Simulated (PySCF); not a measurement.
## Two-component Hartree-Fock for Sr¹³⁺ (strontium, charge +13)

Start: [Ar] 3d7; 3d3/2 filled at m_j = -3/2, -1/2, +1/2, +3/2; 3d5/2 filled at m_j = +1/2, +3/2, +5/2. Calculated with PySCF 2.14 in an uncontracted even-tempered set (17 s from 1 bohr⁻², ratio 2.8; 13 p from 1.3 bohr⁻², ratio 2.8; 8 d from 1.3 bohr⁻², ratio 2.8; 4 f from 6.4 bohr⁻², ratio 3): generalised Hartree-Fock with the X2C-1e Hamiltonian and a Gaussian nucleus; one run each with spin-orbit coupling (SO) switched off, then screened by Boettger's factors.

```tsv
spinor shell	electrons	ε, spin-free (eV)	ε, screened SO (eV)	weight of nominal j (screened SO)	rms radius, screened SO (bohr)
1s1/2	2	-16539.7	-16539.0	1.000	0.0451
2s1/2	2	-2599.0	-2598.7	1.000	0.186
2p1/2	2	-2342.2	-2391.0	0.998	0.163
2p3/2	4	-2342.2	-2318.7	0.999	0.167
3s1/2	2	-681.90	-681.80	1.000	0.507
3p1/2	2	-594.57	-608.23	0.866	0.505
3d3/2	4	-463.45	-464.46	0.704	0.490
3d5/2	3	-463.45	-462.36	0.725	0.491
```

(1) Where does 3p3/2 lie, and what is the 3p spin-orbit splitting (screened SO)?

| quantity | spin-free | screened SO |
| --- | --- | --- |
| E (hartree) | -3106.43217 | -3106.73558 |
| M_J | 9/2 | 9/2 |
| ⟨J²⟩ | 24.752 | 24.752 |
| ⟨L²⟩ | 12.001 | 12.335 |
| ⟨S²⟩ | 3.751 | 3.632 |

Each row is a mean over spinors that exchange with the open shell spreads, by up to 21.995 eV (3p3/2).

Rows whose weight is well below 1 are mixtures of j = l ± 1/2: exchange outweighs spin-orbit coupling there, and the label is only the starting occupation.

Breit and QED terms are absent; they matter most for the inner s and p1/2 levels.

Densities and radii are taken from the X2C orbitals without a picture-change correction, which distorts them close to the nucleus.

Without spin-orbit coupling the j labels of p, d and f shells carry no meaning; the spin-free column gives the mean over the occupied spinors of each nl shell.

Results:

(1) At -587.89 eV, 20.333 eV above 3p1/2.
